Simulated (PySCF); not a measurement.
C2H5FGeO2.
Numbering: `[F:1][GeH:2]1[O:3][CH2:4][CH2:5][O:6]1` (hydrogens: H7 on Ge2; H8, H9 on C4; H10, H11 on C5)

Computed by this run: PBE0-D3(BJ)/def2-SVP geometry optimisation, gas phase (PySCF 2.14.0); density fitting, grid level 1; the optimiser is geomeTRIC in internal coordinates, started from a GFN2-xTB structure with every atom displaced at random (about 0.01 Å).

At the end of the run (lengths in Å): O3–C4 1.418, F1–Ge2 1.730, C4–H9 1.106, C5–H10 1.101, C4–C5 1.533, Ge2–H7 1.520, Ge2–O6 1.771, F1–Ge2–O3 108.1°, F1–Ge2–O6 111.3°, Ge2–O3–C4 108.4°, O3–C4–C5 109.0°, F1–Ge2–O3–C4 -119°, Ge2–O3–C4–C5 24°, O3–C4–C5–O6 -38°, H10–C5–O6–Ge2 154°, H8–C4–C5–O6 -158°.

Question: These geometries were met on the way; a selection of coordinates is given. Order them by energy above the end point, lowest first.
A. O3–C4 1.431, F1–Ge2 1.698, C4–H9 1.108, C5–H10 1.108, C4–C5 1.537, Ge2–H7 1.523, Ge2–O6 1.779, F1–Ge2–O3 104.9°, F1–Ge2–O6 108.8°, Ge2–O3–C4 109.6°, O3–C4–C5 109.2°, F1–Ge2–O3–C4 -112°, Ge2–O3–C4–C5 19°, O3–C4–C5–O6 -33°, H10–C5–O6–Ge2 151°, H8–C4–C5–O6 -152°
B. O3–C4 1.368, F1–Ge2 1.757, C4–H9 1.077, C5–H10 1.075, C4–C5 1.556, Ge2–H7 1.499, Ge2–O6 1.752, F1–Ge2–O3 109.2°, F1–Ge2–O6 113.0°, Ge2–O3–C4 110.2°, O3–C4–C5 110.6°, F1–Ge2–O3–C4 -125°, Ge2–O3–C4–C5 24°, O3–C4–C5–O6 -31°, H10–C5–O6–Ge2 145°, H8–C4–C5–O6 -150°
C. O3–C4 1.418, F1–Ge2 1.730, C4–H9 1.106, C5–H10 1.101, C4–C5 1.533, Ge2–H7 1.520, Ge2–O6 1.771, F1–Ge2–O3 108.1°, F1–Ge2–O6 111.3°, Ge2–O3–C4 108.4°, O3–C4–C5 109.0°, F1–Ge2–O3–C4 -119°, Ge2–O3–C4–C5 24°, O3–C4–C5–O6 -38°, H10–C5–O6–Ge2 154°, H8–C4–C5–O6 -158°
D. O3–C4 1.422, F1–Ge2 1.734, C4–H9 1.105, C5–H10 1.102, C4–C5 1.539, Ge2–H7 1.518, Ge2–O6 1.771, F1–Ge2–O3 107.5°, F1–Ge2–O6 110.0°, Ge2–O3–C4 108.8°, O3–C4–C5 109.7°, F1–Ge2–O3–C4 -114°, Ge2–O3–C4–C5 19°, O3–C4–C5–O6 -34°, H10–C5–O6–Ge2 152°, H8–C4–C5–O6 -153°

Answer: C (0.000 eV), D (0.010 eV), A (0.055 eV), B (0.130 eV).

```
step  E above end (eV)  rms distance from the end, all atoms (Å)  largest force (eV/Å)  rms shift of all bonds from the end (Å)
   8             0.000                                     0.000            under 0.02                                    0.000
   2             0.010                                     0.052                 0.175                                    0.003
   1             0.055                                     0.070                 1.173                                    0.011
   0             0.130                                     0.098                 1.879                                    0.024
```

Rows stand in the order of the answer.
